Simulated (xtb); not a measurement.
H₆O₇Si₂, charge -1, doublet, from a rough starting geometry (a state made from the parent by changing its charge; the spin is typed, not shown lowest); GFN2-xTB run with xtb.

The xtb input:
```
$ xtb mol.xyz --gfn 2 --chrg -1 --uhf 1 --opt vtight --json

# file mol.xyz
15

O      2.84279308     0.40257459     0.63803107
Si     1.45289401    -0.40735518     0.34055732
O      1.63410613    -1.36814880    -0.94101320
O      1.07083750    -1.39506210     1.58945227
O      0.32109113     0.66263542     0.04664437
Si    -1.30573945     0.52253319    -0.29807960
O     -1.74894969     1.81412143    -1.13221951
O     -1.52874316    -0.86172532    -1.17252923
O     -2.26284977     0.39115859     1.03254064
H      3.09952399     0.94002662    -0.04441720
H      0.86666641    -1.74715590    -1.30358325
H      1.14641150    -0.98457361     2.51779254
H     -1.14614746     2.15967618    -1.82135948
H     -2.33709652    -1.26702989    -0.95563712
H     -2.26075727     1.21261926     1.58377562
```

Output, abridged:

```
   ID    Z sym.   atoms
    1    8 O      1, 3-5, 7-9
    2   14 Si     2, 6
    3    1 H      10-15

           -------------------------------------------------
          |                Calculation Setup                |
           -------------------------------------------------

molecular fragmentation (1/2 indicates fragments):
111111112111112
# atoms in fragment 1/2:    13     2
 fragment masses (1/2) :      157.21       17.01
CMA distance (Bohr)    :   5.405
constraining FC (au)   :  0.0500

           -------------------------------------------------
          |                 G F N 2 - x T B                 |
           -------------------------------------------------

          ...................................................
          :                      SETUP                      :
          :.................................................:
          :  # basis functions                  54          :
          :  # atomic orbitals                  52          :
          :  # shells                           26          :
          :  # electrons                        57          :
          :  max. iterations                   250          :
          :  Hamiltonian                  GFN2-xTB          :
          :  restarted?                      false          :
          :  GBSA solvation                  false          :
          :  PC potential                    false          :
          :  electronic temp.          300.0000000     K    :
          :  accuracy                    1.0000000          :
          :  -> integral cutoff          0.2500000E+02      :
          :  -> integral neglect         0.1000000E-07      :
          :  -> SCF convergence          0.1000000E-05 Eh   :
          :  -> wf. convergence          0.1000000E-03 e    :
          :  Broyden damping             0.4000000          :
          :  net charge                         -1          :
          :  unpaired electrons                  1          :
          ...................................................

 iter      E             dE          RMSdq      gap      omega  full diag
   1    -35.5515856 -0.355516E+02  0.876E+00    0.37       0.0  T
   2    -35.5686554 -0.170698E-01  0.559E+00    0.43       1.0  T
   3    -35.5019811  0.666742E-01  0.285E+00    0.62       1.0  T
   4    -35.5735325 -0.715513E-01  0.124E+00    0.60       1.0  T
   5    -35.5782009 -0.466843E-02  0.574E-01    0.67       1.0  T
   6    -35.5799115 -0.171064E-02  0.299E-01    0.68       1.0  T
   7    -35.5803022 -0.390686E-03  0.117E-01    0.69       1.0  T
   8    -35.5803053 -0.311294E-05  0.536E-02    0.69       1.0  T
   9    -35.5803177 -0.123236E-04  0.316E-02    0.69       1.0  T
  10    -35.5803223 -0.469665E-05  0.115E-02    0.69       2.2  T
  11    -35.5803215  0.877860E-06  0.911E-03    0.69       2.8  T
  12    -35.5803225 -0.995010E-06  0.203E-03    0.69      12.7  T
  13    -35.5803225 -0.113620E-07  0.128E-03    0.69      20.2  T
  14    -35.5803225 -0.118283E-08  0.418E-04    0.69      61.8  T
  15    -35.5803225 -0.338595E-09  0.110E-04    0.69     234.0  T

   *** convergence criteria satisfied after 15 iterations ***

         :::::::::::::::::::::::::::::::::::::::::::::::::::::
         ::                     SUMMARY                     ::
         :::::::::::::::::::::::::::::::::::::::::::::::::::::
         :: total energy             -35.365293204269 Eh    ::
         :: gradient norm              0.191198151926 Eh/a0 ::
         :: HOMO-LUMO gap              0.694520797682 eV    ::
         ::.................................................::
         :: SCC energy               -35.580263160911 Eh    ::
         :: -> isotropic ES            0.346977538578 Eh    ::
         :: -> anisotropic ES         -0.027808671833 Eh    ::
         :: -> anisotropic XC         -0.012151478289 Eh    ::
         :: -> dispersion             -0.012090527619 Eh    ::
[...]
 * total energy  :   -35.4768053 Eh     change       -0.3044737E-05 Eh
 * total energy  :   -35.4768067 Eh     change       -0.1428132E-05 Eh
 * total energy  :   -35.4768084 Eh     change       -0.1682378E-05 Eh
 * total energy  :   -35.4768090 Eh     change       -0.6684001E-06 Eh
 * total energy  :   -35.4768096 Eh     change       -0.5163331E-06 Eh
 * total energy  :   -35.4768099 Eh     change       -0.3098700E-06 Eh
 * total energy  :   -35.4768101 Eh     change       -0.2349700E-06 Eh
 * total energy  :   -35.4768103 Eh     change       -0.1781403E-06 Eh
 * total energy  :   -35.4768104 Eh     change       -0.1560097E-06 Eh
 * total energy  :   -35.4768106 Eh     change       -0.1218364E-06 Eh
 * total energy  :   -35.4768107 Eh     change       -0.1040592E-06 Eh
 * total energy  :   -35.4768107 Eh     change       -0.6103633E-07 Eh
   *** GEOMETRY OPTIMIZATION CONVERGED AFTER 117 ITERATIONS ***
         :: total energy             -35.476810730785 Eh    ::
[...]
        36                          0.2724402               7.4135
        37                          0.2863131               7.7910
        38                          0.2970994               8.0845
        39                          0.3155119               8.5855
        40                          0.3358025               9.1377
       ...                                ...                  ...
        52                          1.1840083              32.2185
      -------------------------------------------------------------
                  HL-Gap            0.1190484 Eh            3.2395 eV
             Fermi-level           -0.0870042 Eh           -2.3675 eV

     #   Z          covCN         q      C6AA      α(0)
     1   8 O        1.576    -0.541    23.839     6.588
     2  14 Si       3.510     0.745    94.282    18.769
     3   8 O        1.573    -0.557    24.221     6.641
     4   8 O        1.573    -0.535    23.717     6.571
     5   8 O        1.536    -0.537    23.796     6.580
     6  14 Si       3.413     0.595   103.185    19.938
     7   8 O        1.567    -0.613    25.542     6.819
     8   8 O        1.562    -0.631    25.989     6.878
     9   8 O        1.571    -0.595    25.099     6.760
    10   1 H        0.821     0.274     0.801     1.404
    11   1 H        0.837     0.319     0.661     1.274
    12   1 H        0.832     0.317     0.667     1.280
    13   1 H        0.808     0.251     0.888     1.480
    14   1 H        0.807     0.248     0.900     1.490
    15   1 H        0.812     0.259     0.857     1.453

 Mol. C6AA /au·bohr⁶  :       3480.650049
 Mol. C8AA /au·bohr⁸  :     113348.372846
 Mol. α(0) /au        :         93.927366

Wiberg/Mayer (AO) data.
largest (>0.10) Wiberg bond orders for each atom

 ---------------------------------------------------------------------------
     #   Z sym  total        # sym  WBO       # sym  WBO       # sym  WBO
 ---------------------------------------------------------------------------
     1   8 O    2.047 --     2 Si   0.991    10 H    0.923
     2  14 Si   4.283 --     5 O    1.164     4 O    1.091     3 O    1.061
                             1 O    0.991
     3   8 O    2.068 --     2 Si   1.061    11 H    0.835
     4   8 O    2.094 --     2 Si   1.091    12 H    0.843
     5   8 O    2.173 --     2 Si   1.164     6 Si   0.764
     6  14 Si   3.386 --     7 O    0.891     9 O    0.888     8 O    0.834
                             5 O    0.764
     7   8 O    1.928 --    13 H    0.913     6 Si   0.891
     8   8 O    1.920 --    14 H    0.916     6 Si   0.834
     9   8 O    1.996 --    15 H    0.924     6 Si   0.888
    10   1 H    0.925 --     1 O    0.923
    11   1 H    0.898 --     3 O    0.835
    12   1 H    0.899 --     4 O    0.843
    13   1 H    0.937 --     7 O    0.913
    14   1 H    0.938 --     8 O    0.916
    15   1 H    0.933 --     9 O    0.924
 ---------------------------------------------------------------------------

Topologies differ in total number of bonds
Writing topology from bond orders to xtbtopo.mol

molecular dipole:
                 x           y           z       tot (Debye)
 q only:        0.197      -0.245       0.290
   full:        0.572      -0.247       0.895       2.772
molecular quadrupole (traceless):
                xx          xy          yy          xz          yz          zz
 q only:       -5.011       4.533       1.044      -7.877       1.721       3.967
  q+dip:       -7.608       6.280       4.128     -13.626       3.096       3.480
   full:       -4.380       6.270       3.026     -13.896       3.522       1.354

optimized geometry written to: xtbopt.xyz

           -------------------------------------------------
          | TOTAL ENERGY              -35.476810730785 Eh   |
          | GRADIENT NORM               0.000099689465 Eh/α |
          | HOMO-LUMO GAP               3.239471256860 eV   |
           -------------------------------------------------

normal termination of xtb
```
